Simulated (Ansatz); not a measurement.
`CC(C)[NH][Ge]([Cl])([Cl])[NH]C(C)C`, relaxed with RKS PBE-D4/def2-SVP in the Gaussian-basis code of Ansatz from a rough embedded geometry. The force threshold is 0.03 eV/Å; the program also tests the step.

Charge 0, multiplicity 1.

Start:

```xyz
27

C     2.985   -0.405   -1.206
C     1.474   -0.585   -0.991
C     1.029   -1.880   -1.651
N     0.625    0.508   -1.457
Ge    0.310    1.840   -0.230
Cl   -1.132    3.262   -1.057
Cl    2.093    2.907    0.284
N    -0.408    1.050    1.362
C    -1.563    0.124    1.030
C    -2.888    0.853    1.177
C    -1.473   -1.058    1.981
H     3.540   -1.205   -0.807
H     3.305    0.620   -0.820
H     3.158   -0.304   -2.373
H     1.334   -0.702    0.109
H     1.112   -1.860   -2.727
H    -0.084   -2.056   -1.392
H     1.578   -2.748   -1.227
H     1.119    0.957   -2.341
H    -0.681    1.816    1.937
H    -1.451   -0.244   -0.011
H    -2.900    1.709    0.504
H    -3.711    0.219    0.977
H    -3.012    1.268    2.216
H    -1.541   -0.727    3.087
H    -2.317   -1.732    1.769
H    -0.500   -1.628    1.857
```

(1) By how much does the energy fall, and how many steps does the optimiser take? (An estimate is asked.)

(2) Which bonds change most? (Best estimate.)

(3) Give the relaxed structure. (Estimate.)

Answers

(1) The calculation gave: 0.86 eV, in 9 steps.

(2) Ansatz gave: Ge5–N8 from 1.916 to 1.816 Å; N4–H19 from 1.109 to 1.027 Å; C1–H14 from 1.184 to 1.112 Å; C1–H12 from 1.052 to 1.110 Å.

(3) The calculation gave: 
```xyz
27

C     3.087   -0.285   -1.314
C     1.620   -0.669   -1.074
C     1.226   -1.939   -1.838
N     0.684    0.414   -1.414
Ge    0.273    1.720   -0.222
Cl   -0.982    3.104   -1.368
Cl    1.928    2.898    0.598
N    -0.469    0.932    1.236
C    -1.709    0.145    1.138
C    -2.971    1.013    1.250
C    -1.685   -0.973    2.187
H     3.774   -1.106   -1.019
H     3.358    0.621   -0.737
H     3.263   -0.072   -2.391
H     1.481   -0.864    0.013
H     1.324   -1.782   -2.934
H     0.174   -2.216   -1.627
H     1.879   -2.792   -1.563
H     0.760    0.739   -2.385
H    -0.402    1.489    2.095
H    -1.694   -0.327    0.130
H    -2.980    1.799    0.468
H    -3.892    0.404    1.144
H    -3.012    1.515    2.241
H    -1.664   -0.546    3.213
H    -2.586   -1.615    2.110
H    -0.785   -1.609    2.065
```
